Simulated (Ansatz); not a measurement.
(LiBr)2 ring (Li2Br2). Total charge 0; singlet. Geometry r2SCAN-D4/def2-TZVP; atoms count from 1.

```xyz
4

Li   -0.0230    0.4498   -1.2711
Br    0.5192    1.7597    0.6133
Li    0.0219   -0.4495    1.2712
Br   -0.5181   -1.7600   -0.6134
```

Estimate the Mulliken populations from the PBE0/def2-TZVP orbitals of Ansatz.


| atom | charge (e) |
| --- | --- |
| Li1 | 0.73 |
| Br2 | -0.73 |
| Li3 | 0.73 |
| Br4 | -0.73 |
Mulliken values depend strongly on the basis.
